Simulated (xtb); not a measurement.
C$_{3}$H$_{6}$NO (SMILES [CH2]N(C)C=O), doublet, at a GFN2-xTB geometry; GFN2-xTB run with xtb.

The xtb input:
```
$ xtb mol.xyz --gfn 2 --uhf 1 --ohess --json

# file mol.xyz
11

C     -0.57340588    -1.04248401    -0.84747629
N      0.22580332    -0.27232099    -0.07484776
C      1.57408486    -0.72022017     0.18317111
C     -0.22793319     0.90634106     0.45338122
O     -1.34568634     1.34977580     0.28262936
H     -0.19354223    -1.95873990    -1.24751590
H     -1.57037703    -0.70052078    -1.03182152
H      1.56102399    -1.68796428     0.68836733
H      2.08952465     0.00057103     0.81554840
H      2.12384536    -0.82477924    -0.75424729
H      0.53791799     1.41765245     1.05811220
```

Output, abridged:

```
   ID    Z sym.   atoms
    1    6 C      1, 3, 4
    2    7 N      2
    3    8 O      5
    4    1 H      6-11

           -------------------------------------------------
          |                Calculation Setup                |
           -------------------------------------------------

           -------------------------------------------------
          |                 G F N 2 - x T B                 |
           -------------------------------------------------

          ...................................................
          :                      SETUP                      :
          :.................................................:
          :  # basis functions                  26          :
          :  # atomic orbitals                  26          :
          :  # shells                           16          :
          :  # electrons                        29          :
          :  max. iterations                   250          :
          :  Hamiltonian                  GFN2-xTB          :
          :  restarted?                      false          :
          :  GBSA solvation                  false          :
          :  PC potential                    false          :
          :  electronic temp.          300.0000000     K    :
          :  accuracy                    1.0000000          :
          :  -> integral cutoff          0.2500000E+02      :
          :  -> integral neglect         0.1000000E-07      :
          :  -> SCF convergence          0.1000000E-05 Eh   :
          :  -> wf. convergence          0.1000000E-03 e    :
          :  Broyden damping             0.4000000          :
          :  net charge                          0          :
          :  unpaired electrons                  1          :
          ...................................................

 iter      E             dE          RMSdq      gap      omega  full diag
   1    -16.5176944 -0.165177E+02  0.413E+00    3.25       0.0  T
   2    -16.5934186 -0.757241E-01  0.253E+00    2.66       1.0  T
   3    -16.5983696 -0.495103E-02  0.148E+00    2.89       1.0  T
   4    -16.5974480  0.921608E-03  0.372E-01    2.66       1.0  T
   5    -16.5989048 -0.145681E-02  0.101E-01    2.81       1.0  T
   6    -16.5989341 -0.292708E-04  0.527E-02    2.78       1.0  T
   7    -16.5989402 -0.608445E-05  0.245E-02    2.79       1.2  T
   8    -16.5989402 -0.601494E-07  0.875E-03    2.79       3.4  T
   9    -16.5989407 -0.416623E-06  0.282E-03    2.79      10.7  T
  10    -16.5989407 -0.110805E-07  0.146E-03    2.79      20.7  T
  11    -16.5989407 -0.155770E-07  0.116E-04    2.79     260.0  T
  12    -16.5989407 -0.119620E-10  0.285E-05    2.79    1059.4  T

   *** convergence criteria satisfied after 12 iterations ***

         :::::::::::::::::::::::::::::::::::::::::::::::::::::
         ::                     SUMMARY                     ::
         :::::::::::::::::::::::::::::::::::::::::::::::::::::
         :: total energy             -16.403055333214 Eh    ::
         :: gradient norm              0.000097781159 Eh/a0 ::
         :: HOMO-LUMO gap              2.789802398420 eV    ::
         ::.................................................::
         :: SCC energy               -16.598936588246 Eh    ::
         :: -> isotropic ES            0.032280872252 Eh    ::
         :: -> anisotropic ES          0.002596375999 Eh    ::
         :: -> anisotropic XC          0.006768239177 Eh    ::
         :: -> dispersion             -0.005460306228 Eh    ::
         :: repulsion energy           0.195881255032 Eh    ::
         :: add. restraining           0.000000000000 Eh    ::
         :: total charge               0.000000000000 e     ::
         :::::::::::::::::::::::::::::::::::::::::::::::::::::

      -----------------------------------------------------------
     |                   =====================                   |
     |                        A N C O P T                        |
[...]
 * total energy  :   -16.4030553 Eh     change       -0.4767742E-11 Eh
   *** GEOMETRY OPTIMIZATION CONVERGED AFTER 1 ITERATIONS ***
         :: total energy             -16.403055333219 Eh    ::
[...]
 Raman intensities (Ä⁴*amu⁻¹)
   1:  0.00   2:  0.00   3:  0.00   4:  0.00   5:  0.00   6:  0.00   7:  0.00   8:  0.00
   9:  0.00  10:  0.00  11:  0.00  12:  0.00  13:  0.00  14:  0.00  15:  0.00  16:  0.00
  17:  0.00  18:  0.00  19:  0.00  20:  0.00  21:  0.00  22:  0.00  23:  0.00  24:  0.00
  25:  0.00  26:  0.00  27:  0.00  28:  0.00  29:  0.00  30:  0.00  31:  0.00  32:  0.00
  33:  0.00
 output can be read by thermo (or use thermo option).
 writing <g98.out> molden fake output.
 recommended (thermochemical) frequency scaling factor: 1.0
           -------------------------------------------------
          |             Thermodynamic Functions             |
           -------------------------------------------------

cs  symmetry found (for desy threshold:  0.10E+00) used in thermo

          ...................................................
          :                      SETUP                      :
          :.................................................:
          :  # frequencies                          27      :
          :  # imaginary freq.                       0      :
          :  linear?                             false      :
          :  only rotor calc.                    false      :
          :  symmetry                               cs      :
          :  rotational number                       1      :
          :  scaling factor                  1.0000000      :
          :  rotor cutoff                   50.0000000 cm⁻¹ :
          :  imag. cutoff                  -20.0000000 cm⁻¹ :
          :.................................................:

    mode    ω/cm⁻¹     T·S(HO)/kcal·mol⁻¹    T·S(FR)/kcal·mol⁻¹   T·S(vib)
   ------------------------------------------------------------------------
       1     72.90    -1.21452 ( 81.88%)    -0.94423 ( 18.12%)    -1.16554
       2    204.36    -0.62417 ( 99.64%)    -0.63926 (  0.36%)    -0.62423
       3    298.37    -0.42517 ( 99.92%)    -0.52722 (  0.08%)    -0.42525
   ------------------------------------------------------------------------

   temp. (K)  partition function   enthalpy   heat capacity  entropy
                                   cal/mol     cal/K/mol   cal/K/mol   J/K/mol
 298.15  VIB   14.4                 2119.008     14.868     12.246
         ROT  0.744E+05              888.752      2.981     25.273
         INT  0.107E+07             3007.760     17.849     37.519
         TR   0.592E+27             1481.254      4.968     38.725
         TOT                        4489.0142    22.8172    76.2439   319.0046

       T/K    H(0)-H(T)+PV         H(T)/Eh          T*S/Eh         G(T)/Eh
   ------------------------------------------------------------------------
    298.15    0.715370E-02    0.924766E-01    0.362260E-01    0.562506E-01
   ------------------------------------------------------------------------

         :::::::::::::::::::::::::::::::::::::::::::::::::::::
         ::                  THERMODYNAMIC                  ::
         :::::::::::::::::::::::::::::::::::::::::::::::::::::
         :: total free energy         -16.346804685055 Eh   ::
         ::.................................................::
         :: total energy              -16.403055333219 Eh   ::
         :: zero point energy           0.085322905325 Eh   ::
         :: G(RRHO) w/o ZPVE           -0.029072257162 Eh   ::
         :: G(RRHO) contrib.            0.056250648163 Eh   ::
         :::::::::::::::::::::::::::::::::::::::::::::::::::::

optimized geometry written to: xtbopt.xyz

           -------------------------------------------------
          | TOTAL ENERGY              -16.403055333219 Eh   |
          | TOTAL ENTHALPY            -16.310578728486 Eh   |
          | TOTAL FREE ENERGY         -16.346804685055 Eh   |
          | GRADIENT NORM               0.000097690368 Eh/α |
          | HOMO-LUMO GAP               2.789801900042 eV   |
           -------------------------------------------------

normal termination of xtb
```
